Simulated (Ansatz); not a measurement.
Reaction (ligand exchange at the Si–O bond): `[SiH3]OC[TeH]` + `CN[SiH](O)O` → `CN([SiH3])[SiH](O)O` + `OC[TeH]`

Isolated molecules relaxed with PBE0-D4/def2-TZVP in Ansatz; ΔE leaves out vibrations. CCSD(T)/CBS adds triple-zeta CCSD(T) − MP2 to the extrapolated MP2 energy (def2 sets, frozen cores). Functionals use def2-TZVPP. B3LYP here is the variant with VWN-RPA as its local correlation; programs differ in this. def2 core potentials past Kr. For Te outer-core shells are correlated without core-valence functions, which leaves a few kJ/mol of doubt a bond. Each species was taken in one conformer, which may not be the lowest.

```
          level  ΔE (kJ/mol)  difference from CCSD(T)/CBS
        PBE0-D4         31.6                         -4.3
        ωB97X-V         36.3                          0.4
        ωB97M-V         34.6                         -1.3
         B2PLYP         39.5                          3.6
            PBE         32.2                         -3.7
          B3LYP         41.4                          5.5
CCSD/def2-TZVPP         36.7                          0.8
  HF/def2-QZVPP         48.9                         13.0
   HF/CBS(def2)         49.0                         13.1
 CCSD/CBS(def2)         38.3                          2.4
    CCSD(T)/CBS         35.9                            0
```

Largest T1 diagnostic among the species: 0.012.

In def2-TZVPP, CCSD(T) changes the Hartree–Fock value by −14.1 kJ/mol (the triples alone add −2.4 kJ/mol) and MP2 by −13.6 kJ/mol. The D4 term adds −3.4 kJ/mol with B3LYP and −1.9 kJ/mol with PBE0; it sums over pairs of atoms, weighted by their polarisabilities, and B3LYP, whose exchange is more repulsive, gets the larger term.
